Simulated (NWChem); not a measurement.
Molecule: CHBr₂Cl; SMILES ClC(Br)Br

Results from NWChem. All runs use the structure optimised with PBE0/def2-SVP.

For level B3LYP/def2-SVP:

```yaml
highest occupied level (eV): -7.77
orbital gap (eV): 6.29
```

Q: Estimate the same quantities for level B3LYP/def2-SVPD.

A: The highest occupied level (eV) comes out as -8.06 and the orbital gap (eV) is 6.05.
